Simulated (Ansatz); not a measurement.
Nb5O18H11, a hydroxylated oxide cluster. The state is a singlet with charge 0. Geometry PBE-D4/def2-SVP, basis def2-TZVP, Ansatz.

Cartesian coordinates in Å:
```
Nb 0.2625 -0.7124 -1.5887
Nb 1.9482 -0.5138 2.1283
Nb -2.2648 0.1089 -3.0885
Nb -0.8640 1.8749 -0.2040
Nb -0.1848 -2.6638 1.2097
O -2.0787 1.4533 1.1956
O 0.3899 1.2771 -1.5243
O -1.8049 3.0636 -1.3091
O 0.0533 -0.0288 0.5322
O 0.3450 2.9834 0.8533
O 1.9073 -2.2723 0.9176
O 3.3186 -0.9206 3.3512
O 3.0283 0.0102 0.4803
O 1.5727 1.2637 2.5598
O -1.8790 -1.6324 1.4562
O 2.1070 -0.9657 -1.6258
O -2.4807 1.9364 -3.7499
O -3.6142 -0.8966 -3.4545
O 0.5245 -1.5706 2.7552
O -0.4283 -4.3337 1.5264
O -0.5456 -0.8139 -3.3137
O -1.9246 0.1628 -1.2444
O -0.2593 -2.3430 -0.7377
H -2.3728 0.5971 1.5748
H -3.1966 2.2762 -4.3186
H -2.0423 2.9714 -2.2701
H -0.7811 -0.4045 0.9555
H 1.0129 3.5652 0.4444
H 2.2799 -2.2669 0.0077
H 3.4901 -1.7470 3.8385
H 3.4082 0.9086 0.4908
H 1.0864 1.9960 2.0786
H -2.6704 -1.8712 0.9356
H 2.6573 -0.4920 -0.8621
```

```
run  HOMO (eV)  LUMO (eV)
  A      -7.64      -3.51
  B      -8.86      -2.84
  C      -8.24      -3.24
  D      -7.15      -3.45
  E     -10.40      -1.96
  F      -7.25      -3.57
```

In the def2 sets Nb takes a core potential; there is no spin–orbit coupling. Single mean-field runs in def2-TZVP are fitted with def2-universal-jkfit.

**Question.** The runs used BHLYP, PBE, PBE0, r2SCAN, r2SCANh, revPBE. Estimate which is which.

**Answer.** A r2SCAN (0 % exact exchange); B PBE0 (25 % exact exchange); C r2SCANh (10 % exact exchange); D revPBE (0 % exact exchange); E BHLYP (50 % exact exchange); F PBE (0 % exact exchange). Exact exchange lowers occupied and raises empty levels; among semilocal functionals meta-GGAs tend to open the gap a little, and such runs are hard to tell apart. The gap grows from 3.69 eV (PBE) to 8.45 eV (BHLYP).
